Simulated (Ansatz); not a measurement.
Consider the ligand exchange at the Si–S bond: `CS[SiH](O)F` + `C=N` → `C=N[SiH](O)F` + CH₃SH.

Calculated with Ansatz (gas phase, PBE0-D4/def2-TZVP geometries, no zero-point term in ΔE). CCSD(T)/CBS adds triple-zeta CCSD(T) − MP2 to the extrapolated MP2 energy (def2 sets, frozen cores). This one scheme is used for every species. Each species was taken in one conformer, which may not be the lowest.

| level | ΔE (kJ/mol) |
| --- | --- |
| CCSD/def2-TZVPP | 8.0 |
| CCSD(T)/def2-TZVPP | 10.7 |

Question: What does CCSD(T)/CBS give? (Best estimate.)

Answer: Computed: +12.8 kJ/mol. The listed levels differ from it by -4.8, -2.1 kJ/mol.

Largest T1 diagnostic among the species: 0.013.

In def2-TZVPP, CCSD(T) changes the Hartree–Fock value by +14.6 kJ/mol (the triples alone add +2.8 kJ/mol) and MP2 by +15.6 kJ/mol. From PBE to PBE0 (25 % exact exchange), in def2-TZVPP and without D4, ΔE moves by −3.1 kJ/mol. The D4 term adds +3.8 kJ/mol with B3LYP and +2.0 kJ/mol with PBE0; it sums over pairs of atoms, weighted by their polarisabilities, and B3LYP, whose exchange is more repulsive, gets the larger term.

B3LYP here is the variant with VWN-RPA as its local correlation; programs differ in this.
